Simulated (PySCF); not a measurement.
**[Dy(NH3)2]3+: from a saddle point downhill**

PySCF 2.14.0, RKS B3LYP, Dy lcecp-1-SVP with ECP55, N def2-SVP, H def2-SVP; non-relativistic Hamiltonian with scalar-relativistic core potentials where named; density fitting; no spin-orbit coupling. Relaxed within the symmetry of its start, the geometry (D3d) is

```xyz
9

Dy    0.0000    0.0000    0.0000
N     0.0000    0.0000    2.4322
H     0.8103    0.4679    2.8928
H    -0.8103    0.4679    2.8928
H     0.0000   -0.9357    2.8928
N     0.0000    0.0000   -2.4322
H     0.8103   -0.4679   -2.8928
H    -0.8103   -0.4679   -2.8928
H     0.0000    0.9357   -2.8928
```

and its lowest harmonic modes are -110, -110, 52, 358, 362, 650 cm⁻¹ (negative: unstable; uncertain by 10 to 30 cm⁻¹). It was moved along the lowest mode and relaxed again.

**Question.** Where does it end, and how much lower?

**Answer.** In C1, 0.433 eV lower, after 18 steps:
```xyz
9

Dy   -0.1796    1.1623   -0.0004
N     0.0236   -0.1847    1.9424
H     0.9105   -0.0645    2.4805
H    -0.7052   -0.0210    2.6723
H    -0.0204   -1.2171    1.8034
N     0.0361   -0.1822   -1.9427
H     0.9031   -0.7591   -2.0111
H    -0.7189   -0.8847   -2.1019
H     0.0445    0.3479   -2.8424
```

**Question.** How do the contacts change?

**Answer.** 
| contact | saddle (Å) | end (Å) |
| --- | --- | --- |
| Dy1–N2 (NH3) | 2.432 | 2.373 |
| Dy1–N6 (NH3) | 2.432 | 2.372 |


**Question.** Is the end a minimum?

**Answer.** Yes, as far as the noise of the softest modes lets one tell (those above −25 cm⁻¹ count as noise); lowest modes 20, 81, 94, 380, 380, 678 cm⁻¹.

An lcecp potential fixes the number of 4f electrons, so in runs with it no electron can move into or out of that shell.

State: singlet in the valence, with the 4f electrons in the core potential.
